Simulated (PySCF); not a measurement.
C₃H₆F₂Si, SMILES F[SiH2][C@@H]1C[C@@H]1F. Atoms are numbered in the order given.

```xyz
12

F      2.1923    -0.7197    -1.0307
Si     1.2351    -0.0291     0.0930
C     -0.4997    -0.6469    -0.1688
C     -1.5085     0.2117    -0.9215
C     -1.6274     0.0256     0.5406
F     -1.3157     1.0805     1.3451
H      1.7617    -0.4389     1.4237
H      1.3067     1.4451    -0.0912
H     -0.5882    -1.7331    -0.2885
H     -2.2331    -0.2789    -1.5767
H     -1.1725     1.1955    -1.2632
H     -2.4414    -0.5728     0.9620
```
Charge 0, spin multiplicity 1.

Coordinates come from a PBE0-D3(BJ)/def2-SVP optimisation. The structure was generated by enumeration; whether it is a known compound was not checked. One conformer was computed; it need not be the lowest.

Level of theory: KT2/pcSseg-1 run with PySCF.

GIAO shieldings, no solvent; atoms listed in one row are averaged. δ = σ(ref) − σ: ¹⁹F against CFCl3 (σ = 127.1 ppm); ²⁹Si against TMS (σ = 361.9 ppm); ¹³C against TMS (σ = 185.1 ppm); ¹H against TMS (σ = 31.47 ppm), references at their B3LYP-D3(BJ)/def2-TZVP geometries, non-relativistic.

Estimate the chemical shifts. (An estimate is asked for; the answer gives what the named calculation found.)


```
nucleus  atoms  count  δ (ppm)
-------  -----  -----  -------
¹⁹F         F1      1   -260.0
¹⁹F         F6      1   -261.9
²⁹Si       Si2      1     17.3
¹³C         C5      1     75.4
¹³C         C4      1     16.4
¹³C         C3      1      9.4
¹H          H7      1     5.85
¹H          H8      1     5.32
¹H         H12      1     4.95
¹H         H11      1     1.41
¹H         H10      1     1.30
¹H          H9      1     0.50
```
